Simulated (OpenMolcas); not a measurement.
**Ni5+: Racah parameters, worked from levels**

| Property | Result |
| --- | --- |
| Program | OpenMolcas |
| Basis | ANO-RCC-VQZP [7s6p4d3f2g1h] |
| Scalar Hamiltonian | DKH2, point nucleus |
| Active space | 5 electrons in 5 orbitals (3d) |
| State averaging | 2S+1 = 6 even, 1 root; 2S+1 = 4 even, 24 roots; 2S+1 = 2 even, 75 roots |
| Spin-orbit coupling | state interaction with AMFI integrals over the reference wave functions, term energies averaged over their components |

Methods: CASSCF; MS-CASPT2, IPEA 0.25 Eh, imaginary shift 0.1 Eh (closed shells correlated: 3s 3p).

**Racah parameters.** Above ⁶S, d5 has ⁴D at 17B + 5C, ⁴G at 10B + 5C and ⁴P at 7B + 7C. The first two fix B and C, and the third tests them; where it misses by thousands of cm-1, two parameters do not describe the configuration (Trees and configuration-interaction terms are left out) and B and C hang on the terms chosen. Term energies are centres of gravity, weighted by 2J + 1.

```tsv
Source	⁴D	⁴G	B	C	C/B	⁴P from B, C	⁴P found
CASSCF	58936	47352	1655	6161	3.72	54712	54429
MS-CASPT2	51788	43080	1244	6128	4.93	51604	47493
```

Energies in cm-1. From CASSCF to MS-CASPT2, B changes by -24.8 % and C by -0.5 %.

CASPT2 does not keep the components of a term degenerate, so their means are used; among the terms shown or strongly mixed into the levels shown the widest spread is 220 cm-1 (3d⁵ ⁴G, MS-CASPT2). Without dynamic correlation excited terms often stand tens of per cent too high (terms of higher spin than the ground term too low), and those without a measured partner can miss by more than the paired ones (holds for CASSCF). Blocks of more than 70 roots (2S+1 = 2 even) ran without multistate coupling (holds for MS-CASPT2). Levels of configurations outside the active space are missing.
